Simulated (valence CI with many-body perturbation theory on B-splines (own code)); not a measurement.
Sensitivity of CI+MBPT for Er⁴⁵⁺

Computed by configuration interaction combined with many-body perturbation theory (CI+MBPT): five valence electrons over a frozen Dirac-Fock core [Ar], radial functions for each j: 6 s, 6 p, 5 d, 5 f, 1 g, with the one-electron correlation potential Σ1, the two-electron term Σ2, the three-electron term Σ3, Breit, model QED; selected CI, second order for the rest, scaled by the run's own slope (own B-spline code, finite nucleus).

No measured spectrum was set against this ion. As an estimate, large intervals hold to a few tenths of a per cent, small ones and those within an open d or f shell to about a per cent. Among the levels kept, up to 380 cm⁻¹ of a level comes from second order outside the variational space, and about a tenth of that is noise between levels of different J, which matters for small intervals. Only levels of the ground parity were solved; by the run's estimate the other parity begins above the list, which can be wrong where configurations are misplaced.

The reference run has the lowest level (3d3/2^4 3d5/2) J=5/2 and an ionisation energy of 3741.81 eV. Its largest variational space holds 9998 state functions.

Levels are named by their leading jj configuration (3d3/2^4 stands for four electrons in 3d with j = 3/2), which in mixed levels can hold well under half, so a name can repeat and another be missing. Letters in brackets count levels of one name in rising energy.

Changed runs:
A. Breit term on → off; QED terms on → off
B. correlating orbitals by l 3 3 3 3 1 → 1 2 2 2 3
C. lowest core n in screening and Σ2 1 → 4
D. closed core [Ar] → [Ar] 3d1 (bad on purpose)

Excitation energies of the reference run in cm⁻¹, and shifts in cm⁻¹:

```tsv
Level	Reference	A	B
(3d3/2^3 3d5/2^2) J=5/2 [a]	291266	+7435	+35
(3d3/2^3 3d5/2^2) J=7/2 [a]	378830	+11527	-13
(3d3/2^3 3d5/2^2) J=11/2	389899	+20394	-51
(3d3/2^3 3d5/2^2) J=3/2 [a]	390175	+6170	-12
(3d3/2^3 3d5/2^2) J=9/2	426605	+15370	-33
(3d3/2^3 3d5/2^2) J=5/2 [b]	449963	+11494	-17
(3d3/2^3 3d5/2^2) J=1/2	469443	+7994	-39
(3d3/2^3 3d5/2^2) J=7/2 [b]	485861	+11818	-44
(3d3/2^3 3d5/2^2) J=3/2 [b]	594661	+6860	-48
(3d3/2^2 3d5/2^3) J=5/2 [a]	664884	+14474	+22
(3d3/2^2 3d5/2^3) J=7/2 [a]	723931	+19545	-7.3
(3d3/2^2 3d5/2^3) J=11/2	729230	+27718	-41
Ionisation energy (eV)	3741.81	+1.28	+0.016
```

Run C: It gave no result: the setting left no core shell for the response of the core. The program said: "need at least one array to concatenate".

Run D: It gave no result: the perturbation theory needs a core of closed shells. The program said: "the core must hold closed shells only".
